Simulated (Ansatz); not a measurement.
Consider the cleavage of the Si–Si bond: `C[SiH](O)[SiH](O)O` + CH₃NH₂ → `CN[SiH](C)O` + `O[SiH2]O`.

Gas-phase electronic energies from Ansatz, PBE0-D4/def2-TZVP geometries. CBS: MP2 limit from def2 TZ/QZ plus the TZ coupled-cluster correction, frozen cores. Functionals use def2-TZVPP. B3LYP here is the variant with VWN-RPA as its local correlation; programs differ in this. One conformer a species, not always the lowest.

Task: Is it downhill or uphill in electronic energy at CCSD(T)/CBS, and by how much? (Estimate.)

Result: The calculation gave: Downhill: ΔE = -90.0 kJ/mol.

Task: What do these levels give: r2SCAN-D4, B3LYP-D4, B2PLYP, SCS-MP2/def2-TZVPP, CCSD/def2-TZVPP, MP2/CBS(def2)? (Estimate.)

Result: Computed: r2SCAN-D4 -85.1, B3LYP-D4 -85.3, B2PLYP -91.8, SCS-MP2/def2-TZVPP -98.7, CCSD/def2-TZVPP -92.7, MP2/CBS(def2) -98.0 kJ/mol.

Largest T1 diagnostic among the species: 0.012.

From PBE to PBE0 (25 % exact exchange), in def2-TZVPP and without D4, ΔE moves by −7.6 kJ/mol. In def2-TZVPP, CCSD(T) changes the Hartree–Fock value by +13.4 kJ/mol (the triples alone add +2.1 kJ/mol) and MP2 by +5.4 kJ/mol.
